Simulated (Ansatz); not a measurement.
The cluster Sn₄O₄ (the lowest singlet isomer of a short search), 8 atoms. Hardware: 4 threads of Arm Neoverse V1 on a shared host.

In the def2 sets Sn takes a core potential; there is no spin–orbit coupling. Correlated methods freeze 20 core orbitals; core or outer-core shells of Sn are correlated, in sets that lack core-valence functions.

How many basis functions does each of these Ansatz runs have, and roughly what does it cost? PBE0-D4/def2-SVP, charge -1 doublet, energy, from earlier orbitals; PBE0-D4/def2-SVP, charge -1 doublet at the geometry of the charge 0 singlet, energy; PBE0-D4/def2-SVP, charge 0 triplet at the geometry of the charge 0 singlet, energy; CCSD(T)/def2-SVP, charge 0 singlet, energy, from earlier orbitals; revPBE-D4/def2-TZVP, charge 0 singlet, energy, from earlier orbitals; r2SCAN-D4/def2-SVP, charge 0 triplet at the geometry of the charge 0 singlet, energy, from earlier orbitals; RPA@PBE/def2-TZVP, charge 0 singlet, energy, from earlier orbitals; PBE-D4/def2-SVP, charge 1 doublet at the geometry of the charge 0 singlet, energy, from earlier orbitals; PBE-D4/def2-SVP, charge 0 singlet, relaxation, 23 steps; r2SCAN-D4/def2-TZVP, charge 0 singlet, energy, from earlier orbitals; r2SCANh-D4/def2-SVP, charge 1 doublet at the geometry of the charge 0 singlet, energy, from earlier orbitals; MP2/def2-TZVP, charge 0 singlet, energy, from earlier orbitals.

Other jobs shared the machine, so times can vary by a factor of up to 3. A dash marks memory too small to be measured apart from the calling script's.

| run | functions | fitting or Cholesky vectors | wall time | peak host memory (GiB) |
| --- | --- | --- | --- | --- |
| revPBE-D4/def2-TZVP, charge 0 singlet, energy, from earlier orbitals | 324 | 2156 | 7 s | 0.72 |
| PBE-D4/def2-SVP, charge 1 doublet at the geometry of the charge 0 singlet, energy, from earlier orbitals | 160 | 1736 | 7.5 s | – |
| PBE0-D4/def2-SVP, charge -1 doublet, energy, from earlier orbitals | 160 | 1872 | 11 s | 0.89 |
| r2SCAN-D4/def2-TZVP, charge 0 singlet, energy, from earlier orbitals | 324 | 2156 | 18 s | 0.77 |
| PBE0-D4/def2-SVP, charge -1 doublet at the geometry of the charge 0 singlet, energy | 160 | 1872 | 19 s | 1.1 |
| r2SCANh-D4/def2-SVP, charge 1 doublet at the geometry of the charge 0 singlet, energy, from earlier orbitals | 160 | 1872 | 20 s | 0.98 |
| MP2/def2-TZVP, charge 0 singlet, energy, from earlier orbitals | 324 | 2728 | 22 s | 1.8 |
| PBE0-D4/def2-SVP, charge 0 triplet at the geometry of the charge 0 singlet, energy | 160 | 1872 | 28 s | 1.2 |
| RPA@PBE/def2-TZVP, charge 0 singlet, energy, from earlier orbitals | 324 | 2728 | 31 s | 1.8 |
| PBE-D4/def2-SVP, charge 0 singlet, relaxation, 23 steps | 160 | 1736 | 50 s | – |
| r2SCAN-D4/def2-SVP, charge 0 triplet at the geometry of the charge 0 singlet, energy, from earlier orbitals | 160 | 1736 | 55 s | – |
| CCSD(T)/def2-SVP, charge 0 singlet, energy, from earlier orbitals | 160 | 1872 | 2.5 min | 2.2 |
